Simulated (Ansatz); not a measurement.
Mulliken charges of BBr₂HO (`OB(Br)Br`) from r2SCAN/def2-TZVPP in Ansatz (PBE0-D4/def2-TZVP geometry).

```tsv
atom	x (Å)	y (Å)	z (Å)	charge (e)
O1	0.315	1.000	0.358	-0.261
B2	0.103	-0.281	0.039	0.198
Br3	1.219	-1.616	0.818	-0.069
Br4	-1.299	-0.787	-1.180	-0.096
H5	-0.288	1.611	-0.076	0.229
```

Q: By hand: the dipole of these point charges (1 e Å = 4.8032 D).

A: Σ q r = (-0.087, 0.239, -0.046) e Å, of length 0.258 e Å = 1.24 D.

Q: How does the dipole of the full density compare? (Best estimate.)

A: The calculation gave: (-0.159, 0.316, -0.097) e Å, 1.76 D; the point charges give 0.70 times that, at 8° from its direction.

Point charges leave out the atoms' own dipoles, such as those of lone pairs, and Mulliken's split depends on the basis, so the two needn't agree.
